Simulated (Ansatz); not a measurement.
Problem. Name a neutral molecule of B, C, N, O and H with LUMO energy (ωB97M-V/def2-TZVPP) between 1.85 and 2.15 eV and LUMO energy (PBE0/def2-TZVPP) between -0.05 and 0.25 eV (Ansatz, PBE0-D4/def2-TZVP geometry).

Solution. `OC1BN1` (1.97 eV, 0.12 eV); `NCBO` (1.88 eV, 0.23 eV); `BNCOC` (1.88 eV, 0.08 eV); `COBCN` (1.94 eV, 0.09 eV); `B/N=C\OCC` (1.88 eV, -0.02 eV). Other molecules can fit too; these were computed, each in one conformer that needn't be the lowest.
